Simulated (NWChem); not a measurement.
# Ionisation of CH₂NO

```
C
O 1 1.2558
N 1 1.3334 2 118.43
H 3 1.0370 1 112.71 2 23.15
H 1 1.1160 2 121.99 3 -170.93
```
Charge 0, spin multiplicity 2.

Everything below was run with NWChem. The geometry was optimised at UPBE/def2-SVP, a minimum by its harmonic frequencies. It is one conformer; others weren't searched.

Basis set: def2-TZVP. The species with one electron less has spin multiplicity 3 and keeps the geometry of the parent. Δ marks differences of total energies (open shells unrestricted).

The structure started from a generated list of species. The stability of the SCF solutions was not checked.

### Question
One of these methods gave a first vertical ionisation energy of 11.05 eV. Which?
(A) ΔLDA (SVWN5)
(B) ΔPBE
(C) G0W0@PBE0
(D) G0W0@PBE

### Answer
A, ΔLDA (SVWN5). The others give 10.05 (G0W0@PBE), 10.78 (ΔPBE), 10.47 (G0W0@PBE0).
